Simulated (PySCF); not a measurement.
C₅H₄N, charge -1, singlet, geometry from GFN2-xTB (in this run its highest filled SCF level lies above zero, so its values depend strongly on the basis, on diffuse functions most of all); CAMB3LYP/STO-3G (PySCF).

PySCF was given this input:
```python
from pyscf import gto, scf, dft

mol = gto.M(
    atom='''
N    -0.00257057    0.00016295    1.38395379
C     0.00286033   -0.00018132   -1.53995306
C     0.01440886    1.12439782    0.66353930
C    -0.01687418   -1.12424154    0.66374596
C    -0.01481043   -1.15986852   -0.71297161
C     0.01745938    1.15970060   -0.71318479
H     0.02606951    2.04296628    1.26508679
H    -0.03076978   -2.04266832    1.26546228
H    -0.02765064   -2.14691273   -1.19244289
H     0.03208109    2.14663188   -1.19283749
''',
    basis='sto-3g',
    charge=-1,
    verbose=4,
)

mf = dft.RKS(mol)
mf.xc = 'camb3lyp'
mf.grids.prune = None
mf.kernel()
```

What the program printed (banner, timings and long lists left out):

```
PySCF version 2.14.0

[INPUT] verbose = 4
[INPUT] num. atoms = 10
[INPUT] num. electrons = 42
[INPUT] charge = -1
[INPUT] spin (= nelec alpha-beta = 2S) = 0
[INPUT] symmetry False subgroup None
[INPUT] Mole.unit = angstrom
[INPUT] Symbol           X                Y                Z      unit          X                Y                Z       unit  Magmom
[INPUT]  1 N     -0.002570570000   0.000162950000   1.383953790000 AA   -0.004857673284   0.000307930872   2.615293632154 Bohr   0.0
[INPUT]  2 C      0.002860330000  -0.000181320000  -1.539953060000 AA    0.005405240326  -0.000342645141  -2.910089528086 Bohr   0.0
[INPUT]  3 C      0.014408860000   1.124397820000   0.663539300000 AA    0.027228799167   2.124803934858   1.253907549886 Bohr   0.0
[INPUT]  4 C     -0.016874180000  -1.124241540000   0.663745960000 AA   -0.031887578777  -2.124508608459   1.254298080687 Bohr   0.0
[INPUT]  5 C     -0.014810430000  -1.159868520000  -0.712971610000 AA   -0.027987656487  -2.191833843305  -1.347321077490 Bohr   0.0
[INPUT]  6 C      0.017459380000   1.159700600000  -0.713184790000 AA    0.032993446505   2.191516520494  -1.347723929305 Bohr   0.0
[INPUT]  7 H      0.026069510000   2.042966280000   1.265086790000 AA    0.049264234102   3.860646750922   2.390667556905 Bohr   0.0
[INPUT]  8 H     -0.030769780000  -2.042668320000   1.265462280000 AA   -0.058146457113  -3.860083688125   2.391377130168 Bohr   0.0
[INPUT]  9 H     -0.027650640000  -2.146912730000  -1.192442890000 AA   -0.052252136769  -4.057077073042  -2.253390481285 Bohr   0.0
[INPUT] 10 H      0.032081090000   2.146631880000  -1.192837490000 AA    0.060624473878   4.056546343460  -2.254136167214 Bohr   0.0

nuclear repulsion = 196.441839089557
number of shells = 22
number of NR pGTOs = 102
number of NR cGTOs = 34
basis = sto-3g
ecp = {}

******** <class 'pyscf.dft.rks.RKS'> ********
method = RKS
initial guess = minao
damping factor = 0
level_shift factor = 0
DIIS = <class 'pyscf.scf.diis.CDIIS'>
diis_start_cycle = 1
diis_space = 8
diis_damp = 0
SCF conv_tol = 1e-09
SCF conv_tol_grad = None
SCF max_cycles = 50
direct_scf = True
direct_scf_tol = 1e-13
XC library pyscf.dft.libxc version 7.1.2
    S. Lehtola, C. Steigemann, M. J. T. Oliveira, and M. A. L. Marques,  SoftwareX 7, 1–5 (2018)
XC functionals = camb3lyp
    T. Yanai, D. P. Tew, and N. C. Handy,  Chem. Phys. Lett. 393, 51 (2004)
radial grids:
    Treutler-Ahlrichs [JCP 102, 346 (1995); DOI:10.1063/1.469408] (M4) radial grids

becke partition: Becke, JCP 88, 2547 (1988); DOI:10.1063/1.454033
pruning grids: None
grids dens level: 3
symmetrized grids: False
atomic radii adjust function: <function treutler_atomic_radii_adjust>
small_rho_cutoff = 0
Set gradient conv threshold to 3.16228e-05
Initial guess from minao.
tot grids = 196304
init E= -245.606383740582
  HOMO = -0.163420250020673  LUMO = 0.00750833542563134  gap/eV = 4.65120
cycle= 1 E= -244.173832501217  delta_E= 1.43  |g|= 0.441  |ddm|= 4.72
  HOMO = 0.237910659936806  LUMO = 0.387561298003126  gap/eV = 4.07220
cycle= 2 E= -244.20727844329  delta_E= -0.0334  |g|= 0.362  |ddm|= 1.11
  HOMO = 0.140447771085433  LUMO = 0.397691525442792  gap/eV = 6.99996
cycle= 3 E= -244.247044069788  delta_E= -0.0398  |g|= 0.0302  |ddm|= 0.51
  HOMO = 0.130234013407697  LUMO = 0.385807120461243  gap/eV = 6.95450
cycle= 4 E= -244.247404065425  delta_E= -0.00036  |g|= 0.0104  |ddm|= 0.0605
  HOMO = 0.131235536925409  LUMO = 0.386521236393904  gap/eV = 6.94668
cycle= 5 E= -244.247435569921  delta_E= -3.15e-05  |g|= 0.0047  |ddm|= 0.0197
  HOMO = 0.131432477103828  LUMO = 0.387252213512489  gap/eV = 6.96121
cycle= 6 E= -244.247442352972  delta_E= -6.78e-06  |g|= 0.000733  |ddm|= 0.00708
  HOMO = 0.131189066860592  LUMO = 0.387223019844311  gap/eV = 6.96704
cycle= 7 E= -244.2474425297  delta_E= -1.77e-07  |g|= 0.000411  |ddm|= 0.00173
  HOMO = 0.131248211930364  LUMO = 0.387201120272848  gap/eV = 6.96483
cycle= 8 E= -244.247442587787  delta_E= -5.81e-08  |g|= 2.27e-05  |ddm|= 0.000622
  HOMO = 0.131242730607449  LUMO = 0.387202440267442  gap/eV = 6.96502
cycle= 9 E= -244.24744258803  delta_E= -2.43e-10  |g|= 2.02e-06  |ddm|= 5.46e-05
  HOMO = 0.131242763820125  LUMO = 0.387202411767197  gap/eV = 6.96502
Extra cycle  E= -244.247442588031  delta_E= -1.53e-12  |g|= 1.02e-06  |ddm|= 5.01e-06
converged SCF energy = -244.247442588031
```
